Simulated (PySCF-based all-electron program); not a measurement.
Results of a calculation; reference values are marked as such.
Forces on CH6Ti, singlet in several shapes

Method: all-electron DFT (in-house code on PySCF), basis-limit composite values; Koelling–Harmon scalar relativity, no spin–orbit coupling, spin-restricted. Forces are good to about 0.009 eV/Å. Atoms are numbered as listed.

Shape A:

```xyz
8

Ti    0.0000    0.0000    0.0000
C     0.0000    0.0000    2.0330
H     1.6422    0.0000   -0.5115
H    -0.8211    1.4222   -0.5115
H    -0.8211   -1.4222   -0.5115
H     0.5208    0.9021    2.3957
H    -1.0416    0.0000    2.3957
H     0.5208   -0.9021    2.3957
```

PBE forces:

| atom | Fx | Fy | Fz (eV/Å) |
| --- | --- | --- | --- |
| Ti1 | 0.000 | 0.000 | -0.039 |
| C2 | 0.000 | 0.000 | 0.055 |
| H3 | 0.011 | 0.000 | 0.001 |
| H4 | -0.006 | 0.010 | 0.001 |
| H5 | -0.006 | -0.010 | 0.001 |
| H6 | -0.015 | -0.027 | -0.006 |
| H7 | 0.031 | 0.000 | -0.006 |
| H8 | -0.015 | 0.027 | -0.006 |

What forces does LDA give in shape A?

The forces move by 0.258 eV/Å (r.m.s. over the atoms) from PBE.

```tsv
atom	Fx	Fy	Fz (eV/Å)
Ti1	0.000	0.000	0.399
C2	0.000	0.000	-0.487
H3	-0.079	0.000	0.048
H4	0.040	-0.069	0.048
H5	0.040	0.069	0.048
H6	0.021	0.036	-0.018
H7	-0.042	0.000	-0.018
H8	0.021	-0.036	-0.018
```

What forces does PBEsol give in shape A?

The forces move by 0.146 eV/Å (r.m.s. over the atoms) from PBE.

| atom | Fx | Fy | Fz (eV/Å) |
| --- | --- | --- | --- |
| Ti1 | 0.000 | 0.000 | 0.167 |
| C2 | 0.000 | 0.000 | -0.263 |
| H3 | -0.019 | 0.000 | 0.022 |
| H4 | 0.009 | -0.016 | 0.022 |
| H5 | 0.009 | 0.016 | 0.022 |
| H6 | 0.029 | 0.050 | 0.010 |
| H7 | -0.057 | 0.000 | 0.010 |
| H8 | 0.029 | -0.050 | 0.010 |

What forces does HSE06 give in shape A?

The forces move by 0.180 eV/Å (r.m.s. over the atoms) from PBE.

```csv
atom,Fx,Fy,Fz (eV/Å)
Ti1,0.000,0.000,0.014
C2,0.000,0.000,0.061
H3,-0.156,0.000,0.044
H4,0.078,-0.135,0.044
H5,0.078,0.135,0.044
H6,-0.129,-0.223,-0.069
H7,0.257,0.000,-0.069
H8,-0.129,0.223,-0.069
```

Shape B:

```xyz
8

Ti    0.0000    0.0000    0.0000
C     0.0000    0.0000    2.2363
H     1.6422    0.0000   -0.5115
H    -0.8211    1.4222   -0.5115
H    -0.8211   -1.4222   -0.5115
H     0.5208    0.9021    2.5990
H    -1.0416    0.0000    2.5990
H     0.5208   -0.9021    2.5990
```

Against shape A, Ti1–C2 goes from 2.033 to 2.236 Å.

What forces does PBE give in shape B?



```csv
atom,Fx,Fy,Fz (eV/Å)
Ti1,0.000,0.000,1.750
C2,0.000,0.000,-1.440
H3,-0.060,0.000,-0.018
H4,0.030,-0.052,-0.018
H5,0.030,0.052,-0.018
H6,-0.033,-0.057,-0.085
H7,0.066,0.000,-0.085
H8,-0.033,0.057,-0.085
```

Shape C:

```xyz
8

Ti    0.0000    0.0000    0.0000
C     0.0000    0.0000    1.8297
H     1.6422    0.0000   -0.5115
H    -0.8211    1.4222   -0.5115
H    -0.8211   -1.4222   -0.5115
H     0.5208    0.9021    2.1924
H    -1.0416    0.0000    2.1924
H     0.5208   -0.9021    2.1924
```

Against shape A, Ti1–C2 goes from 2.033 to 1.830 Å.

What forces does PBE give in shape C?



```json
{"atom": "Ti1", "Fx": "0.000", "Fy": "0.000", "Fz (eV/Å)": "-4.213"}
{"atom": "C2", "Fx": "0.000", "Fy": "0.000", "Fz (eV/Å)": "3.995"}
{"atom": "H3", "Fx": "0.115", "Fy": "0.000", "Fz (eV/Å)": "0.040"}
{"atom": "H4", "Fx": "-0.057", "Fy": "0.099", "Fz (eV/Å)": "0.040"}
{"atom": "H5", "Fx": "-0.057", "Fy": "-0.099", "Fz (eV/Å)": "0.040"}
{"atom": "H6", "Fx": "0.003", "Fy": "0.004", "Fz (eV/Å)": "0.033"}
{"atom": "H7", "Fx": "-0.005", "Fy": "0.000", "Fz (eV/Å)": "0.033"}
{"atom": "H8", "Fx": "0.003", "Fy": "-0.004", "Fz (eV/Å)": "0.033"}
```

What forces does LDA give in shape C?

The forces move by 0.353 eV/Å (r.m.s. over the atoms) from PBE.

```
atom      Fx      Fy  Fz (eV/Å)
 Ti1   0.000   0.000     -3.586
  C2   0.000   0.000      3.259
  H3   0.020   0.000      0.096
  H4  -0.010   0.017      0.096
  H5  -0.010  -0.017      0.096
  H6   0.044   0.076      0.013
  H7  -0.088   0.000      0.013
  H8   0.044  -0.076      0.013
```

What forces does PBEsol give in shape C?

The forces move by 0.187 eV/Å (r.m.s. over the atoms) from PBE.

```
atom      Fx      Fy  Fz (eV/Å)
 Ti1   0.000   0.000     -3.922
  C2   0.000   0.000      3.588
  H3   0.084   0.000      0.066
  H4  -0.042   0.072      0.066
  H5  -0.042  -0.072      0.066
  H6   0.048   0.083      0.045
  H7  -0.096   0.000      0.045
  H8   0.048  -0.083      0.045
```

What forces does HSE06 give in shape C?

The forces move by 0.174 eV/Å (r.m.s. over the atoms) from PBE.

| atom | Fx | Fy | Fz (eV/Å) |
| --- | --- | --- | --- |
| Ti1 | 0.000 | 0.000 | -4.195 |
| C2 | 0.000 | 0.000 | 4.075 |
| H3 | -0.033 | 0.000 | 0.081 |
| H4 | 0.016 | -0.028 | 0.081 |
| H5 | 0.016 | 0.028 | 0.081 |
| H6 | -0.108 | -0.188 | -0.041 |
| H7 | 0.217 | 0.000 | -0.041 |
| H8 | -0.108 | 0.188 | -0.041 |
